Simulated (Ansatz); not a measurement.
A set of 12 reactions (ligand exchange), with CCSD(T)/CBS values in kJ/mol:

```json
{"reaction": "`C=C[SiH](F)N[SiH2]Cl` + HCl → `C=C[SiH](Cl)N[SiH2]Cl` + H–F", "ΔE": "43.5"}
{"reaction": "`CNB(C)C` + `O[SiH3]` → `CB(C)O[SiH3]` + CH₃NH₂", "ΔE": "-0.1"}
{"reaction": "`[F][Al]([F])[Cl]` + H₂S → `[F][Al]([SH])[Cl]` + H–F", "ΔE": "61.7"}
{"reaction": "`CB(O)CO` + CH₃SH → `CSB(C)O` + CH₃OH", "ΔE": "-78.7"}
{"reaction": "`CSB(C)C` + H–F → `CB(C)F` + CH₃SH", "ΔE": "-52.3"}
{"reaction": "`B[SiH](O)F` + NH₃ → `B[SiH](N)F` + H₂O", "ΔE": "35.3"}
{"reaction": "`C[NH][GeH]([Cl])[Cl]` + CH₃OH → `C[NH][GeH]([Cl])[O]C` + HCl", "ΔE": "36.1"}
{"reaction": "`[F][Al]([F])[Cl]` + `CC(C)N` → `CC(C)[NH][Al]([F])[F]` + HCl", "ΔE": "63.4"}
{"reaction": "`CNB(C)C` + H–F → `CB(C)F` + CH₃NH₂", "ΔE": "-11.2"}
{"reaction": "`[OH][In]([F])[F]` + H₂S → `[OH][In]([F])[SH]` + H–F", "ΔE": "-53.0"}
{"reaction": "`F[SiH2]O[SiH](F)F` + `CO[SiH2]S` → `CO[SiH2]S[SiH2]F` + `O[SiH](F)F`", "ΔE": "54.6"}
{"reaction": "`N[SiH](N)Cl` + `N[SiH2]S` → `N[SiH2]S[SiH](N)Cl` + NH₃", "ΔE": "-10.1"}
```

Calculated with Ansatz (gas phase, PBE0-D4/def2-TZVP geometries, no zero-point term in ΔE). CCSD(T)/CBS adds triple-zeta CCSD(T) − MP2 to the extrapolated MP2 energy (def2 sets, frozen cores). This one scheme is used for every species. Functionals use def2-TZVPP. B3LYP here is the variant with VWN-RPA as its local correlation; programs differ in this. Elements past krypton have def2 core potentials. For Ge, In outer-core shells are correlated without core-valence functions, which leaves a few kJ/mol of doubt a bond. Scalar relativity is left out up to krypton. One conformer a species, not always the lowest.

**Question.** Give the mean, mean absolute and largest difference (level minus CCSD(T)/CBS, kJ/mol) for: PBE-D4, PBE0-D4, B3LYP-D4, ωB97M-V, B2PLYP, PBE, r2SCAN, PBE0, HF/def2-TZVPP, SCS-MP2/def2-TZVPP, CCSD/def2-TZVPP, CCSD(T)/def2-TZVPP, HF/def2-QZVPP, MP2/CBS(def2). (An estimate is asked.)

**Answer.** Computed: 
```
             level  mean  mean absolute  largest
            PBE-D4  -2.8            5.7    -17.7
           PBE0-D4  -2.6            4.4    -11.8
          B3LYP-D4  -0.6            4.0    -10.5
           ωB97M-V  -0.5            4.0    -12.0
            B2PLYP   1.7            6.4    -15.4
               PBE  -0.6            4.8    -11.8
            r2SCAN  -0.3            4.6    -13.0
              PBE0  -0.7            4.5     11.3
     HF/def2-TZVPP   4.0           19.2    -41.4
SCS-MP2/def2-TZVPP   0.7            3.6     -6.4
   CCSD/def2-TZVPP   1.1            5.3    -11.4
CCSD(T)/def2-TZVPP   0.1            2.7     -4.9
     HF/def2-QZVPP   5.1           20.5    -42.1
     MP2/CBS(def2)  -1.1            4.6      9.3
```

The largest T1 diagnostic in the set is 0.018, for `[OH][In]([F])[F]` (customary mark 0.02).

CCSD(T)/CBS is a level of theory with its own doubt, and the functionals carry their triple-zeta basis error, so these figures describe this set and don't rank the functionals.
